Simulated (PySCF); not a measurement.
C9H6N4, SMILES C1=CC2=NC=CC3=NC=CC(=N1)N23.

The structure is a stationary point at r2SCAN-D4/def2-SVP.

Two levels are set side by side: PBE/def2-SVP (PySCF) and CAM-B3LYP/def2-SVP (PySCF). Same geometry, gas phase. Differences are taken from unrounded values.

```json
[
 {"quantity": "orbital gap (eV)", "PBE": "1.86"},
 {"quantity": "highest occupied level (eV)", "PBE": "-4.93"},
 {"quantity": "lowest empty level (eV)", "PBE": "-3.07"},
 {"quantity": "mean polarisability (bohr³)", "PBE": "125.4"}
]
```

### Question
These are the PBE values. What does CAM-B3LYP give? (An estimate is asked for; the answer gives what the named calculation found.)

### Answer

| quantity | CAM-B3LYP | PBE minus CAM-B3LYP |
|---|---|---|
| orbital gap (eV) | 5.49 | -3.63 |
| highest occupied level (eV) | -6.68 | 1.75 |
| lowest empty level (eV) | -1.19 | -1.88 |
| mean polarisability (bohr³) | 122.3 | 3.2 |

Without exact exchange PBE keeps part of each electron's self-repulsion, which lifts occupied levels and narrows the gap. Differences between two approximate levels are no errors against the true value.

Rough cost on one machine, each run with all the roots and properties that it gave: CAM-B3LYP against PBE within a factor of 2.
